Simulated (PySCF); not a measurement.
C3H9GeN, SMILES [CH3][GeH]1[CH2]N[CH2]1.

Coordinates come from a PBE0-D3(BJ)/def2-SVP optimisation. This is a generated structure with no PubChem entry under its InChIKey; it may be hypothetical.

Calculation: PBE/def2-TZVP (PySCF).

Symmetry labels are those of the subgroup Cs that the program uses (full group Cs).

Computed valence orbital energies around the gap with their symmetry:
| orbital | symmetry | energy (eV) |
|---|---|---|
| HOMO−7 | A" | -10.09 |
| HOMO−6 | A' | -9.82 |
| HOMO−5 | A" | -9.76 |
| HOMO−4 | A" | -9.02 |
| HOMO−3 | A' | -7.54 |
| HOMO−2 | A' | -6.80 |
| HOMO−1 | A" | -6.43 |
| HOMO | A' | -4.83 |
| LUMO | A" | 0.04 |
| LUMO+1 | A' | 0.29 |
| LUMO+2 | A' | 0.46 |
| LUMO+3 | A' | 0.91 |
